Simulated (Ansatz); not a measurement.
Mulliken charges of C2H5BS, SMILES `B1CSC1` from PBE/def2-TZVPP in Ansatz (PBE0-D4/def2-TZVP geometry).

| atom | x (Å) | y (Å) | z (Å) | charge (e) |
| --- | --- | --- | --- | --- |
| B1 | -0.398 | 0.508 | -0.455 | 0.039 |
| C2 | 1.131 | 0.463 | -0.098 | -0.177 |
| S3 | 0.831 | -1.042 | 0.900 | -0.145 |
| C4 | -0.888 | -0.753 | 0.342 | -0.177 |
| H5 | -1.010 | 1.276 | -1.140 | 0.019 |
| H6 | 1.810 | 0.309 | -0.942 | 0.110 |
| H7 | 1.508 | 1.311 | 0.481 | 0.110 |
| H8 | -1.302 | -1.565 | -0.263 | 0.110 |
| H9 | -1.591 | -0.555 | 1.157 | 0.110 |

**Question.** By hand: the dipole of these point charges (1 e Å = 4.8032 D).

**Answer.** Σ q r = (-0.151, 0.191, -0.165) e Å, of length 0.294 e Å = 1.41 D.

**Question.** How does the dipole of the full density compare? (Estimate.)

**Answer.** Ansatz gave: (-0.150, 0.190, -0.163) e Å, 1.40 D; the point charges give 1.01 times that, at 0° from its direction.

Point charges leave out the atoms' own dipoles, such as those of lone pairs, and Mulliken's split depends on the basis, so the close match here is no proof of good charges.
